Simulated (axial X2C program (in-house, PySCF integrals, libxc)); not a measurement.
Low determinants of NiH⁺ at the PBE0 level, two-component

Calculated with an axial X2C code built on PySCF integrals. Two-component (2c) means X2C with spin–orbit coupling and atomic mean-field two-electron Coulomb and Gaunt terms. Basis: Ni dyall-cv3z [9s9p6d3f2g], H dyall-v3z [6s2p1d] (cores contracted in-house); Gaussian nuclei, density fitting, unrestricted open shells. Masses: Ni 57.935 u, H 1.008 u.

Search at 1.469 Å (vertical energies from the lowest determinant):

| ΔE (eV) | state | electrons beyond evenly filled partner blocks | electrons in ±ω = 1/2, 3/2, 5/2, 7/2 |
| --- | --- | --- | --- |
| 0.00 | Ω = 3 | ω = 1/2, ω = 5/2 | 19 8 1 0 |
| 0.15 | Ω = 1 | ω = -1/2, ω = 3/2 | 19 7 2 0 |
| 0.56 | Ω = 2 | ω = -1/2, ω = 5/2 | 19 8 1 0 |
| 0.56 | Ω = 2 | ω = 1/2, ω = 3/2 | 19 7 2 0 |
| 0.91 | Ω = 0 | none | 18 8 2 0 |
| 0.96 | Ω = 1 | 2 × ω = 1/2 | 18 8 2 0 |
| 1.21 | Ω = 4 | ω = 3/2, ω = 5/2 | 20 7 1 0 |

Lowest determinant, Ω = 3 (⟨Sz⟩ = 1.00, ⟨Lz⟩ = 2.00 at PBE0): Re = 1.469 Å, ωe = 2038.4 cm⁻¹.

The determinant in row 2 of the search, Ω = 1 (⟨Sz⟩ = -0.99, ⟨Lz⟩ = 1.99 at PBE0), was followed along the bond at PBE0; measured from the minimum of the lowest determinant it gives:

Te = 0.153 eV (1237 cm⁻¹), Re = 1.469 Å, ωe = 2037.7 cm⁻¹.

Task: Compare the bond of the determinant in row 2 with that of the lowest one.

Result: At PBE0 its Re is the same within 0.001 Å and its force constant, which goes as ωe², is 1.00 times that of the lowest determinant. T0 ≈ Te + Δωe/2 = 1237 + (0) = 1237 cm⁻¹.

The search compares states at one distance, so a state with another bond length can lie lower; it is not exhaustive and yields mostly the lowest determinant of each block pattern, so other components and higher states of one pattern are missing. These are energies of single determinants, not of spin-adapted states; PBE0 term energies can be off by some tenths of an eV, and the functional has no current term. Open-shell Ω = 0 determinants with evenly filled partner blocks cannot be reached by this program, so the Ω shown need not be the lowest component. The lowest determinant need not be the ground state where others lie within half an eV.
